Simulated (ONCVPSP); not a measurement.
**Which change was made? (K, ONCV)**

```json
{"Element": "K (Z = 19)", "Generator": "ONCVPSP 4.0.1", "Type": "optimised norm-conserving Vanderbilt (ONCV)", "Functional": "BLYP", "Relativity": "scalar-relativistic", "Frozen core": "[Ne]", "Valence charge": "9", "Reference configuration": "3s2 3p6 4s1", "Partial waves": "3s+4s: rc 2.50 bohr, ncon 4, nbas 8, qcut 5.7 1/bohr, 3 projectors, debl 1.4 Ha; 3p: rc 2.05 bohr, ncon 3, nbas 7, qcut 7.4 1/bohr, 2 projectors, debl 3.3 Ha; d scattering state at 0.08 Ha: rc 2.55 bohr, ncon 4, nbas 8, qcut 3.9 1/bohr, 2 projectors, debl 2.9 Ha", "Local potential": "polynomial inside 1.45 bohr (lpopt 5, dvloc0 6 Ha)", "Core correction": "none"}
```

Cutoffs, loose and tight: the cutoffs (Ha) at which the residual kinetic energy of the hardest occupied pseudo-wave falls to 1 and 0.1 mHa per electron. They do not see the model core or the augmentation charge, which bear on the density cutoff. Test errors are all-electron minus pseudo excitation energies from the reference, over the configurations 3s2 3p6 4s0; 3s2 3p6 4s0.5; 3s2 3p6 4s0 4p1; 3s2 3p5 4s1; variants that change the core or the reference have their own tests.

The base gives: outcome: generated; cutoff, loose: 13 Ha; cutoff, tight: 16 Ha; bound ghosts: none; GHOST(+) flags above zero: none; largest test error (meV): +15.

**Question.** After one change the result is: outcome: generated; cutoff, loose: 11 Ha; cutoff, tight: 13 Ha; bound ghosts: none; GHOST(+) flags above zero: none; largest test error (meV): +26. Which change was it?
A. s: qcut 8.3; p: qcut 10.8; d: qcut 5.7
B. s: qcut 3.7; p: qcut 4.9; d: qcut 2.6
C. s: qcut 4.4; p: qcut 5.7; d: qcut 3

**Answer.** C. The others give: s: qcut 3.7; p: qcut 4.9; d: qcut 2.6 → outcome: generated; cutoff, loose: 9.9 Ha; cutoff, tight: 12 Ha; bound ghosts: none; GHOST(+) flags above zero: none; largest test error (meV): +41 | s: qcut 8.3; p: qcut 10.8; d: qcut 5.7 → outcome: failed: ERROR pspot: first pseudo wave function has node, program will stop.
